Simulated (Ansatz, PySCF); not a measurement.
Molecule: C$_{2}$HO, charge 0, multiplicity 2. It need not be the lowest isomer of its formula. SMILES: [O]C#C
Geometry from a B3LYP-D3(BJ)/def2-TZVP (Ansatz, a first-principles code) optimisation:
```
C
O 1 1.1710
C 1 1.2878 2 170.77
H 3 1.0711 1 137.10 2 180.00
```
Charge 0, spin multiplicity 2.

Quantity: atomisation energy (electronic, to ground-state atoms), in kcal/mol. Correlated levels leave the core frozen unless marked. UHF or UKS for open shells. Spin-orbit coupling is left out. Non-relativistic. The coupled-cluster limit lacks core correlation, which all-electron functionals hold. CBS marks a two-point X^-3 extrapolation of the correlation energy; Hartree-Fock from the larger set.

```
level                       program  atomisation energy (kcal/mol)
--------------------  -------------  -----------------------------
HF-D3(BJ)/def2-TZVPD  PySCF + dftd3                          290.2
SVWN5/def2-TZVPD             Ansatz                          506.3
```

Question: Predict the CCSD(T)/CBS(cc-pVTZ,cc-pVQZ) result (Ansatz).

Answer: 417.7 kcal/mol
